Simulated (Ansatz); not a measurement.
Reaction (ligand exchange at the Si–N bond): `CC(N)N[SiH3]` + `CC(=N)Cl` → `C/C(Cl)=N\[SiH3]` + `CC(N)N`

Isolated molecules relaxed with PBE0-D4/def2-TZVP in Ansatz; ΔE leaves out vibrations. CCSD(T)/CBS is the MP2 limit (def2-TZVPP, def2-QZVPP) plus CCSD(T) − MP2 in def2-TZVPP, frozen cores. Functionals use def2-TZVPP. B3LYP here is the variant with VWN-RPA as its local correlation; programs differ in this. One conformer a species, not always the lowest.

Q: Is it downhill or uphill in electronic energy at CCSD(T)/CBS, and by how much? (Estimate.)

A: Computed: Uphill: ΔE = +13.9 kJ/mol.

Q: What do these levels give: PBE-D4, PBE0-D4, ωB97M-V, B2PLYP, r2SCAN, PBE0, B3LYP, HF/def2-TZVPP, MP2/def2-TZVPP, HF/def2-QZVPP, SCS-MP2/def2-QZVPP, CCSD/CBS(def2)? (Best estimate.)

A: The calculation gave: PBE-D4 12.7, PBE0-D4 12.9, ωB97M-V 14.7, B2PLYP 12.1, r2SCAN 12.6, PBE0 12.3, B3LYP 11.0, HF/def2-TZVPP 12.0, MP2/def2-TZVPP 13.6, HF/def2-QZVPP 11.2, SCS-MP2/def2-QZVPP 13.1, CCSD/CBS(def2) 13.9 kJ/mol.

Largest T1 diagnostic among the species: 0.012.
